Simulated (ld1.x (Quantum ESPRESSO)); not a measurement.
**An all-electron radial function and its pseudo partner (chromium)**

Columns: radius, all-electron u(r) and pseudo u(r) of the 3d shell (level -6.11 eV) of chromium in the configuration [Ne] 3s2 3p6 3d5 4s0.5 4p0; revPBE, scalar-relativistic, RRKJ scheme, ld1.x (Quantum ESPRESSO) 7.5.

```csv
r (bohr),all-electron,pseudo
0.103,0.0486,0.0142
0.205,0.2027,0.0988
0.308,0.3885,0.2735
0.410,0.5493,0.4894
0.513,0.6709,0.6792
0.615,0.7504,0.7925
0.718,0.7942,0.8319
0.820,0.8096,0.8272
0.923,0.8050,0.8085
1.025,0.7872,0.7872
1.128,0.7608,0.7608
1.230,0.7298,0.7298
1.332,0.6964,0.6964
1.435,0.6617,0.6617
1.538,0.6272,0.6272
1.640,0.5938,0.5938
1.743,0.5613,0.5613
1.845,0.5305,0.5305
1.948,0.5010,0.5010
2.050,0.4733,0.4733
2.153,0.4468,0.4468
2.255,0.4221,0.4221
2.358,0.3986,0.3986
2.460,0.3766,0.3766
2.562,0.3558,0.3558
2.665,0.3360,0.3360
```

(1) How many radial nodes do the two functions have?

(2) At about which radius was the pseudo-wave matched?

(3) Is the pseudo-wave norm-conserving?

## Answers

(1) The all-electron 3d function has n − l − 1 = 0; the pseudo-wave has 0.

(2) 1.05 bohr, where the columns begin to agree (steps of 0.10 bohr).

(3) Yes: the RRKJ scheme keeps the norm inside the radius equal to the all-electron one, which fixes the energy derivative of the logarithmic derivative at the level.
